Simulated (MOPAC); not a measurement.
MOPAC input (AM1):

```
AM1 1SCF UHF MS=0.5 GEO-OK AUX(PRECISION=9) THREADS=1
H4P

P     0.03250700 1   -0.05666500 1    0.05072500 1
H     0.00392900 1   -0.00963900 1   -1.35582500 1
H     1.39733700 1    0.61532200 1    0.12299900 1
H    -0.65116600 1    1.13786300 1    0.34586100 1
H    -1.23770800 1   -0.89357700 1    0.12608900 1
```

Output:

```
 *******************************************************************************
 **                                                                           **
 **                              MOPAC v23.2.5                                **
 **                                                                           **
 *******************************************************************************
 ** MOPAC's Digital Object Identifier: https://doi.org/10.5281/zenodo.6511958 **
 **                                                                           **
 ** Please cite the open-source release paper for use of this MOPAC version:  **
 ** J. E. Moussa and J. J. P. Stewart (2026)                                  **
 ** MOPAC: An open-source semiempirical molecular orbital program             **
 ** J. Open Source Softw., 11(119), 8025, https://doi.org/10.21105/joss.08025 **
 *******************************************************************************

                              AM1 CALCULATION RESULTS

 *******************************************************************************
 *  AM1        - The AM1 Hamiltonian to be used
 *  GEO-OK     - OVERRIDE INTERATOMIC DISTANCE AND OTHER SAFETY CHECKS
 *  UHF        - UNRESTRICTED HARTREE-FOCK CALCULATION
 *  MS=        - IN MECI, MAGNETIC COMPONENT OF SPIN =  0.5
 *  1SCF       - DO 1 SCF AND THEN STOP
 *  AUX        - OUTPUT AUXILIARY INFORMATION
 *******************************************************************************
AM1 1SCF UHF MS=0.5 GEO-OK AUX(PRECISION=9) THREADS=1
 H4P

   ATOM   CHEMICAL          X               Y               Z
  NUMBER   SYMBOL      (ANGSTROMS)     (ANGSTROMS)     (ANGSTROMS)

     1       P          0.03250700  *  -0.05666500  *   0.05072500  *
     2       H          0.00392900  *  -0.00963900  *  -1.35582500  *
     3       H          1.39733700  *   0.61532200  *   0.12299900  *
     4       H         -0.65116600  *   1.13786300  *   0.34586100  *
     5       H         -1.23770800  *  -0.89357700  *   0.12608900  *

          CARTESIAN COORDINATES

    NO.       ATOM           X           Y           Z

     1         P          0.0325     -0.0567      0.0507
     2         H          0.0039     -0.0096     -1.3558
     3         H          1.3973      0.6153      0.1230
     4         H         -0.6512      1.1379      0.3459
     5         H         -1.2377     -0.8936      0.1261

  H: (AM1): M.J.S. DEWAR ET AL, J. AM. CHEM. SOC. 107 3902-3909 (1985)
  P: (AM1): M.J.S.DEWAR, JIE, C, THEOCHEM, 187, 1 (1989)

           Empirical Formula: H4 P  =     5 atoms

      MOLECULAR POINT GROUP   :   C2v

          UHF CALCULATION, NO. OF ALPHA ELECTRONS =    5
                           NO. OF BETA  ELECTRONS =    4

 -------------------------------------------------------------------------------
 AM1 1SCF UHF MS=0.5 GEO-OK AUX(PRECISION=9) THREADS=1
 H4P

     1SCF WAS SPECIFIED, SO BFGS WAS NOT USED
     SCF FIELD WAS ACHIEVED

                              AM1 CALCULATION
                                                       MOPAC v23.2.5 Linux

          FINAL HEAT OF FORMATION =         53.22261 KCAL/MOL =     222.68339 KJ/MOL

          COSMO AREA              =         65.58 SQUARE ANGSTROMS
          COSMO VOLUME            =         47.17 CUBIC ANGSTROMS

          IONIZATION POTENTIAL    =          8.390792 EV
          ALPHA SOMO LUMO (EV)    =         -8.391  1.302
          BETA  SOMO LUMO (EV)    =        -11.211  0.661
          NO. OF ALPHA ELECTRONS  =          5
          NO. OF BETA  ELECTRONS  =          4
          MOLECULAR WEIGHT        =         35.0054         POINT GROUP:  C2v

          MOLECULAR DIMENSIONS (Angstroms)

            Atom       Atom       Distance
            H     5    H     3     3.03649
            H     4    H     2     2.15445
            H     3    H     4     1.02645

          SCF CALCULATIONS        =          1

   ATOM   CHEMICAL          X               Y               Z
  NUMBER   SYMBOL      (ANGSTROMS)     (ANGSTROMS)     (ANGSTROMS)

     1       P          0.03250700  *  -0.05666500  *   0.05072500  *
     2       H          0.00392900  *  -0.00963900  *  -1.35582500  *
     3       H          1.39733700  *   0.61532200  *   0.12299900  *
     4       H         -0.65116600  *   1.13786300  *   0.34586100  *
     5       H         -1.23770800  *  -0.89357700  *   0.12608900  *

                             CARTESIAN COORDINATES

   1    P        0.032507000    -0.056665000     0.050725000
   2    H        0.003929000    -0.009639000    -1.355825000
   3    H        1.397337000     0.615322000     0.122999000
   4    H       -0.651166000     1.137863000     0.345861000
   5    H       -1.237708000    -0.893577000     0.126089000

           Empirical Formula: H4 P  =     5 atoms

      MOLECULAR POINT GROUP   :   C2v

          ALPHA EIGENVALUES
 -20.90345 -13.99877 -12.99435 -11.48245  -8.39079   1.30170   1.34129   1.79652

           BETA EIGENVALUES
 -20.40719 -12.99268 -12.56549 -11.21079   0.66101   1.42777   1.86506   3.69161

              NET ATOMIC CHARGES AND DIPOLE CONTRIBUTIONS

  ATOM NO.   TYPE          CHARGE      No. of ELECS.   s-Pop       p-Pop
    1          P           0.268954        4.7310     1.72568     3.00537
    2          H          -0.037610        1.0376     1.03761
    3          H          -0.096867        1.0969     1.09687
    4          H          -0.037610        1.0376     1.03761
    5          H          -0.096867        1.0969     1.09687
 DIPOLE           X         Y         Z       TOTAL
 POINT-CHG.     0.085    -0.148     0.132     0.215
 HYBRID        -0.591     1.031    -0.923     1.504
 SUM           -0.507     0.883    -0.790     1.289

          ATOMIC ORBITAL ELECTRON POPULATIONS

     Atom    s        px        py        pz
    1  P   1.72568   0.98527   1.01747   1.00264
    2  H   1.03761
    3  H   1.09687
    4  H   1.03761
    5  H   1.09687

                    (SZ)    =    0.500000
                    (S**2)  =    0.800651

          ATOMIC ORBITAL SPIN POPULATIONS

    Atom   Total    s     px     py     pz
         Atomic
    1  P -0.0528  0.163 -0.168 -0.052  0.004
    2  H -0.0002 -0.000
    3  H  0.5266  0.527
    4  H -0.0002 -0.000
    5  H  0.5266  0.527

 **********************
 *                    *
 * JOB ENDED NORMALLY *
 *                    *
 **********************

 == MOPAC DONE ==
```

The geometry given is a B3LYP-D3(BJ)/def2-TZVP minimum.
